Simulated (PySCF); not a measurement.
Species: C8H12 (charge -1 and doublet state).
SMILES with atom numbers: `[CH3:1][CH2:2][CH-:3][C:4]1[CH:5]=[CH:6][C@H:7]1[CH3:8]` (hydrogens: H9, H10, H11 on C1; H12, H13 on C2; H14 on C3; H15 on C5; H16 on C6; H17 on C7; H18, H19, H20 on C8)

Cartesian coordinates in Å at the GFN2-xTB level; atoms count from 1:
```
atom  x, y, z in Å
C1     2.222    0.046   -1.548
C2     1.682   -0.849   -0.414
C3     1.153   -0.074    0.747
C4    -0.183    0.135    0.989
C5    -0.972    0.806    1.936
C6    -2.197    0.269    1.467
C7    -1.452   -0.392    0.310
C8    -1.736    0.178   -1.076
H9     1.430    0.699   -1.909
H10    3.034    0.673   -1.178
H11    2.599   -0.546   -2.388
H12    0.887   -1.480   -0.822
H13    2.505   -1.516   -0.103
H14    1.890    0.434    1.364
H15   -0.716    1.414    2.798
H16   -3.184    0.723    1.418
H17   -1.531   -1.491    0.270
H18   -1.614    1.261   -1.060
H19   -2.761   -0.047   -1.386
H20   -1.058   -0.233   -1.827
```

The hyperfine couplings belong to this conformer and change with its torsions.

Computed with UKS B3LYP, pcH-1 on C H, non-relativistic, mean-field spin-orbit, GIAO (PySCF 2.14.0). Whether the extra electron is bound in the gas phase wasn't checked; a finite basis holds it in any case. The geometry wasn't refined by DFT: couplings that depend on bond lengths, twists or pyramidal angles can differ widely from those at the functional's own minimum, by a factor of two or more for some ions and for spin on atoms past the first row. The SCF solution wasn't tested for stability.

Give the isotropic g value and a_iso(13C) at C1.

g_iso = 2.00256 and a = +65.90 MHz, or +2.351 mT (Mulliken spin population +0.01). 13C makes up about 1.07 % of the natural element, so this concerns labelled samples or satellites.

Take this nucleus alone (I = 1/2, g_N = 1.4048) with S = 1/2. Where do its 2 lines fall at 9.668 GHz to first order, to second order and exactly?

First order: B = B0 − a·mI with B0 = 344.938 mT. Second order subtracts a²[I(I+1) − mI²]/(2B0). The exact fields come from the Breit–Rabi levels of H = g μB B Sz − g_N μN B Iz + a S·I.

```
  mI  first order (mT)  second order (mT)  exact (mT)  exact − first order
−1/2           346.113            346.109     346.109               -0.004
+1/2           343.762            343.758     343.758               -0.004
```

Someone takes the midpoint and the distance of the outer exact lines at face value. What g and a result?

Their midpoint, 344.934 mT, gives an apparent g of 2.00258 (true 2.00256), and their distance over 2I an apparent |a| of 2.351 mT (true 2.351).

Give the zero-field levels of this pair of spins.

F = I ± 1/2 = 1 and 0, at a·I/2 = +16.5 MHz and −a(I+1)/2 = -49.4 MHz, that is |a|(I + 1/2) = 65.9 MHz apart; F = 0 lies lower.

Other couplings of abundant isotopes, left aside here: 1 × 1H 22 MHz, 1 × 1H 19 MHz, 1 × 1H 10 MHz, 1 × 1H 9 MHz, 1 × 1H 6 MHz, 1 × 1H 2 MHz, 3 × 1H 2 MHz.

Nuclei that the bonding pattern makes equivalent are averaged, as if the motion that swaps them (rotation, inversion, ring flip) were fast.

The SMILES draws the unpaired electron on C4; the largest computed Mulliken spin population is on C6 (0.55 against 0.03).
